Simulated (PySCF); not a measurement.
Orbital picture of AlTl

UHF at R = 2.930 Å; PySCF, scalar-relativistic core potentials, basis sets Al def2-SVPD, Tl def2-SVPD with ECP60. State: ³Π (triplet), unpaired electrons σ ↑, π ↑. Only the outer orbitals are listed, counted within each symmetry, core potentials removing the inner ones.

| spin | orbital | occ. | ε (eV) | on Al (%) | main shells (%) |
| --- | --- | --- | --- | --- | --- |
| α | 7σ | 1 | -14.41 | 31 | 66 Tl s, 26 Al s |
| α | 8σ | 1 | -10.80 | 65 | 61 Al s, 25 Tl s, 10 Tl p |
| α | 9σ | 1 | -6.20 | 56 | 52 Al p, 40 Tl p |
| α | 4π | 1 | -5.51 | 56 | 54 Al p, 40 Tl p |
| α | 4π | 0 | -0.16 | 31 | 66 Tl p, 33 Al p |
| α | 5π | 0 | 0.65 | 42 | 45 Tl p, 32 Al p, 13 Tl d |
| β | 7σ | 1 | -12.47 | 24 | 76 Tl s, 21 Al s |
| β | 8σ | 1 | -8.80 | 77 | 78 Al s, 20 Tl s |
| β | 4π | 0 | 0.21 | 30 | 66 Tl p, 32 Al p |
| β | 9σ | 0 | 0.69 | 38 | 43 Tl p, 25 Al p, 16 Tl s |
| β | 4π | 0 | 0.81 | 22 | 75 Tl p, 26 Al p |

**Question.** Which are the highest filled and the lowest empty level, where do they sit, and how wide is the gap?

**Answer.** Highest filled α 4π at -5.51 eV (in %: 54 Al p, 40 Tl p); lowest empty α 4π at -0.16 eV (in %: 66 Tl p, 33 Al p); the gap at UHF is 5.35 eV. Both belong to one degenerate shell, split only by its one-sided filling, so this is no excitation gap.

```
bond order (Mayer)                               : 1.08
⟨S²⟩                                             : 2.031
charge on Al (Mulliken, basis-dependent)         : -0.09
charge on Al (Löwdin, basis-dependent)           : 0.00
dipole moment (positive dipole means Al(−)Tl(+)) : 1.00 D
polarisability along the bond                    : 260.4 bohr³
polarisability across the bond                   : 104.1 bohr³
```

These are scalar-relativistic numbers at best; spin–orbit coupling would shift them, the dissociation energy most. The state was picked by a PBE0 search and need not be the measured ground state.
